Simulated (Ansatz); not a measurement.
Cu(AsH3)Me (CH6AsCu), relaxed as a singlet with RKS B3LYP-D4/def2-SVP in Ansatz, starting from the GFN2-xTB geometry. Force threshold 0.02 eV/Å.

Start:

```xyz
9

Cu    0.161    0.251   -0.004
As   -0.940   -1.833   -0.141
H    -1.020   -2.768    1.007
H    -0.608   -2.920   -1.094
H    -2.393   -1.939   -0.416
C     1.052    2.010    0.138
H     1.082    2.565   -0.804
H     2.094    1.949    0.464
H     0.572    2.686    0.851
```

(1) Estimate the energy that the relaxation releases and the steps that it takes.

(2) Does the start keep its bonding?

(3) Predict the relaxed structure.

Results:

(1) 0.11 eV, in 5 steps; 7 s on 4 threads of INTEL XEON PLATINUM 8581C on a shared host. No frequencies were taken in this run, so the end may be a saddle point.

(2) By distances, no bond broke or formed. The bond that changes most is Cu1–C6, from 1.98 to 1.93 Å (atoms count from 1).

(3) 
```tsv
atom	x (Å)	y (Å)	z (Å)
Cu1	0.148	0.275	0.016
As2	-0.944	-1.803	-0.124
H3	-0.976	-2.742	1.070
H4	-0.512	-2.843	-1.142
H5	-2.429	-1.876	-0.432
C6	1.040	1.982	0.135
H7	1.048	2.498	-0.842
H8	2.088	1.864	0.460
H9	0.537	2.645	0.860
```
Bond lengths: 1 × As–Cu 2.35 Å; 1 × C–Cu 1.93 Å; 3 × As–H 1.52 Å; 3 × C–H 1.10 Å.
